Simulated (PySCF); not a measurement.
## Electronic structure of Pd²⁺ (palladium, charge +2) at the LDA level

Configuration: [Kr] 4d8, high-spin 3F determinant. Computed with PySCF 2.14 in x2c-QZVPPall, with the spin-free X2C one-electron Hamiltonian (Gaussian nucleus).

* Total energy: -5038.93 hartree
* One-electron energy: -6918.65 hartree
* Hartree (Coulomb) energy: 2018.95 hartree
* Exchange-correlation energy: -139.23 hartree
* ⟨S²⟩: 2.0004
* ⟨L²⟩: 12.005
* Sum of ⟨r⟩: 26.75 bohr
* Sum of ⟨r²⟩: 30.46 bohr²
* Langevin diamagnetic susceptibility: -24.1 ×10⁻⁶ cm³/mol

| shell | electrons | mean orbital energy (hartree) | spread (hartree) | rms radius, mean of both spins (bohr) |
| --- | --- | --- | --- | --- |
| 1s α | 1 | -886.36416 | 0 | 0.0366 |
| 1s β | 1 | -886.36393 | 0 | 0.0366 |
| 2s α | 1 | -130.28209 | 0 | 0.150 |
| 2s β | 1 | -130.26930 | 0 | 0.150 |
| 2p α | 3 | -117.04035 | 0 | 0.133 |
| 2p β | 3 | -117.03026 | 0 | 0.133 |
| 3s α | 1 | -24.24414 | 0 | 0.406 |
| 3s β | 1 | -24.23498 | 0 | 0.406 |
| 3p α | 3 | -19.88416 | 0 | 0.408 |
| 3p β | 3 | -19.87423 | 0 | 0.408 |
| 3d α | 5 | -12.91398 | 0.01118 | 0.391 |
| 3d β | 5 | -12.90091 | 0.00162 | 0.391 |
| 4s α | 1 | -4.08140 | 0 | 1.00 |
| 4s β | 1 | -4.02906 | 0 | 1.00 |
| 4p α | 3 | -2.82401 | 0 | 1.11 |
| 4p β | 3 | -2.77012 | 0 | 1.11 |
| 4d α | 5 | -1.03575 | 0.02938 | 1.50 |
| 4d β | 3 | -0.98919 | 0 | 1.50 |

Densities and radii are taken from the X2C orbitals without a picture-change correction, which distorts them close to the nucleus.
